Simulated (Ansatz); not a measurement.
Stepwise reaction of `C[CH2][Al]([CH3])[CH3]` with hydrogen fluoride, as a gas-phase model of exchange steps in deposition or etching. ΔE in kJ/mol.

Computed with Ansatz on PBE0-D4/def2-TZVP structures; ΔE is electronic, products minus reactants. CCSD(T)/CBS is the MP2 limit (def2-TZVPP, def2-QZVPP) plus CCSD(T) − MP2 in def2-TZVPP, frozen cores. This one scheme is used for every species. Functionals use def2-TZVPP. B3LYP here is the variant with VWN-RPA as its local correlation; programs differ in this. One conformer a species, not always the lowest.

```tsv
step	reaction	PBE-D4	B3LYP-D4	ωB97M-V	CCSD(T)/CBS
1	`C[CH2][Al]([CH3])[CH3]` + H–F → `C[CH2][Al]([CH3])[F]` + CH₄	-197.7	-210.7	-205.7	-203.2
2	`C[CH2][Al]([CH3])[F]` + H–F → `C[CH2][Al]([F])[F]` + CH₄	-183.9	-197.1	-191.8	-191.8
```

By hand: ΔE of the 2 steps together at CCSD(T)/CBS.

(-203.2) + (-191.8) = -395.0 kJ/mol, or -197.5 kJ/mol a step.

In ΔE each step is higher than the one before. All are downhill at CCSD(T)/CBS. PBE-D4 differs from CCSD(T)/CBS by 5.5 to 7.9 kJ/mol a step. Only this route is followed, and other bonds may react first. Isolated molecules leave out the surface, adducts and barriers. Largest T1 diagnostic: 0.012.
